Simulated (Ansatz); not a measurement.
H3Cl2GaN, doublet, at a GFN2-xTB geometry (such geometries of metal compounds can be far from the true shape) (the spin is typed, not shown lowest). Base run: Ansatz (a quantum-chemistry and plane-wave program) with SVWN5/STO-3G.

Geometry (Å):
```xyz
7

Ga     0.4013     0.0825     0.4482
Cl     0.9664     0.9234    -1.4903
Cl    -1.7034     0.2430     1.0212
N      0.0368    -2.1492    -0.5383
H     -0.6260    -1.9421    -1.2819
H     -0.3983    -2.8182     0.0907
H      0.8540    -2.5818    -0.9595
```
Charge 0, spin multiplicity 2.
Orbitals are unrestricted.
All else is at Ansatz's defaults.
Base energy -2861.80347 Eh.

Variants of this job, named by their change:

```json
[
 {"change": "base", "ΔE vs base (mEh)": "0.000"},
 {"change": "accuracy = high", "ΔE vs base (mEh)": "0.003"},
 {"change": "lower_state_search = light", "ΔE vs base (mEh)": "0.000"},
 {"change": "final_grid = 14, 28, 59", "ΔE vs base (mEh)": "0.003"},
 {"change": "point_charge = charge:1.0 position_ang:1.5373, -4.106, 4.0937", "ΔE vs base (mEh)": "4.638"},
 {"change": "lower_state_search = off", "ΔE vs base (mEh)": "0.000"},
 {"change": "final_grid = 4, 8, 17", "ΔE vs base (mEh)": "-0.045"},
 {"change": "point_charge = charge:-1.0 position_ang:4.219, -4.474, -1.7978", "ΔE vs base (mEh)": "-16.024"},
 {"change": "lower_state_search = full", "ΔE vs base (mEh)": "0.000"},
 {"change": "forces = on", "ΔE vs base (mEh)": "0.000"},
 {"change": "final_grid = 6, 12, 29", "ΔE vs base (mEh)": "0.001"}
]
```
